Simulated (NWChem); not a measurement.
Basis-set dependence for 1,1,1-trifluoroethane (C2H3F3)

```
C
F 1 1.3377
F 1 1.3377 2 107.28
F 1 1.3377 2 107.28 3 115.00
C 1 1.4988 2 111.58 3 -122.50
H 5 1.0973 1 109.50 2 60.00
H 5 1.0973 6 109.45 1 120.03
H 5 1.0973 6 109.45 7 119.94
```
Charge 0, spin multiplicity 1.

All runs are NWChem calculations. All single points use one geometry, from PBE0/def2-SVP, a minimum by its harmonic frequencies.

Hartree-Fock energies in Ha, correlation energies in mHa.

The correlated methods keep 5 core orbitals frozen. The Pople sets run with spherical d functions.

```
basis     functions         RHF     MP2  SCS-MP2
--------  ---------  ----------  ------  -------
cc-pVDZ          85  -375.84029  -830.7   -805.9
6-311G**        108  -375.92307  -898.1   -871.7
```

From cc-pVDZ to 6-311G** the Hartree-Fock energy moves by -82.8 mHa and the MP2 correlation energy by -67.4 mHa, which is 8 % of its value in the larger set.
